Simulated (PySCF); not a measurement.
Excitations are Tamm–Dancoff values on a coarser integration grid. The basis has no diffuse functions, so Rydberg states are missing or too high.

Z-matrix (Å, degrees):
```
C
C 1 1.3460
H 2 1.0914 1 117.52
C 2 1.4921 3 113.71 1 -179.97
H 4 1.0853 2 112.99 3 -179.98
H 4 1.0929 5 108.83 2 -122.26
H 4 1.0929 5 108.81 6 -115.48
C 1 1.5121 2 119.16 3 0.01
H 8 1.0911 1 112.12 2 0.20
H 8 1.0919 9 108.22 1 -122.47
H 8 1.0920 9 108.23 10 -115.06
B 1 1.5417 2 122.63 3 -179.82
H 12 1.1887 1 122.65 2 -0.76
H 12 1.1929 13 118.11 5 -179.19
```
Charge 0, spin multiplicity 1.

Problem. Estimate the HOMO, LUMO, S1 excitation (TDA), S1–T1 gap (TDA) and S1 oscillator strength that M06-2X/def2-TZVP (PySCF) returns for this input.

Solution. 
The HOMO is -8.54 eV, the LUMO is -0.94 eV and the S1 excitation (TDA) comes out as 5.16 eV. The S1–T1 gap (TDA) comes out as 1.72 eV and the S1 oscillator strength comes out as 0.001.
